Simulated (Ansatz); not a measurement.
Input file for Ansatz (a first-principles code): R-CCSD(T)/aug-cc-pVDZ on C4H6O (a complex), monomers drawn apart or pushed together.

Ansatz 0.2 input:
```yaml
crystal:
  periodic: [false, false, false]
  atoms:
    - {symbol: C, position_ang: [0.45952735, -0.10697570, 0.24635210]}
    - {symbol: O, position_ang: [-0.49701243, 0.48403125, 0.30112565]}
    - {symbol: C, position_ang: [1.11886773, -0.64178968, 3.22797832]}
    - {symbol: C, position_ang: [-0.17938333, -0.44069664, 3.41504230]}
    - {symbol: C, position_ang: [-0.85903526, 0.88998236, 3.37518025]}
    - {symbol: H, position_ang: [1.79743776, 0.18144610, 3.03353527]}
    - {symbol: H, position_ang: [1.55161907, -1.63319417, 3.26079520]}
    - {symbol: H, position_ang: [-0.81978326, -1.29820697, 3.60541377]}
    - {symbol: H, position_ang: [-1.37947226, 1.09363516, 4.31523425]}
    - {symbol: H, position_ang: [-0.14744303, 1.69686753, 3.19492602]}
    - {symbol: H, position_ang: [-1.61459337, 0.91849617, 2.58450581]}
basis:
  gaussian:
    orbitals: aug-cc-pVDZ
magnetization: {spin_polarized: false}
correlation: {method: ccsd_t, electrons: outside_noble_gas}
scf: {lower_state_search: off}
```

The log:

```
WARN ansatz: RAYON_NUM_THREADS=1 ignored (pool sized by the plan → 1); use --threads N
Functional definition: HF
these checks for a lower state are left out or cut short: stability, starts, cluster_reference, orbital_swaps, neighbouring_geometries, increment
integrals: 0.61 GiB planned
1677 factors; integrals over basis functions are off by at most 6.7e-4 eV
mean field: 0.56 GiB planned
mean field evaluation 1: about -6249.9677 eV, gradient 4.1e1 eV
mean field evaluation 2: about -6250.0057 eV, gradient 4.1e1 eV
mean field evaluation 4: about -6254.1125 eV, gradient 5.9e0 eV
mean field evaluation 8: about -6254.1979 eV, gradient 1.9e-1 eV
mean field -6254.19812889 eV, -229.8375419890 hartree, gradient 1.6e-6 eV, S^2 0.000000; 0 other end points of the search recorded, 0 dependent functions left out
5 core orbitals not correlated
reference -6254.19812889 eV, -229.8375419890 hartree; 14, 14 occupied and 150, 150 virtual orbitals, 1677 factors
second order -20.05324038 eV of doubles, -0.00000000 eV of singles
coupled cluster: 1.84 GiB planned
cycle   1  -20.55311514 eV  change   -5.0e-1 eV  update   1.2e-1
cycle   2  -21.15922103 eV  change   -6.1e-1 eV  update   3.8e-2
cycle   3  -21.34174062 eV  change   -1.8e-1 eV  update   1.9e-2
cycle   4  -21.33455122 eV  change    7.2e-3 eV  update   4.5e-3
cycle   5  -21.33635457 eV  change   -1.8e-3 eV  update   1.6e-3
cycle   6  -21.33661852 eV  change   -2.6e-4 eV  update   4.0e-4
cycle   7  -21.33651106 eV  change    1.1e-4 eV  update   1.4e-4
cycle   8  -21.33653079 eV  change   -2.0e-5 eV  update   4.6e-5
cycle   9  -21.33652926 eV  change    1.5e-6 eV  update   1.8e-5
perturbative correction -0.81077198 eV, -0.0297953207 hartree
Total energy: -6276.34543013 eV, -230.6514402974 hartree
Checks for a lower state left out: stability, starts, cluster_reference, orbital_swaps, neighbouring_geometries, increment
```

Self-consistency was reached.

Cost: around 70 core-seconds (rough).
